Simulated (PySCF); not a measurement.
Be(tBu)(NH2) (C4H11BeN), SMILES C[C](C)(C)[Be][NH2].

Geometry optimised at B3LYP-D3(BJ)/def2-SVP. Other conformers were not sampled.

Computed with B3LYP/def2-TZVP (PySCF).

The total energy is -228.68144 hartree and the highest occupied level is -6.74 eV. The lowest empty level comes out as -0.36 eV and the orbital gap is 6.39 eV. The dipole moment comes out as 1.46 D and the quadrupole, principal values (traceless, Buckingham form, about the centre of nuclear charge) is -4.44, 1.43, 3.01 D·Å. The mean static polarisability is 73.4 bohr³ (10.88 Å³) and the polarisability, principal values is 69.7, 70.7, 79.8 bohr³.
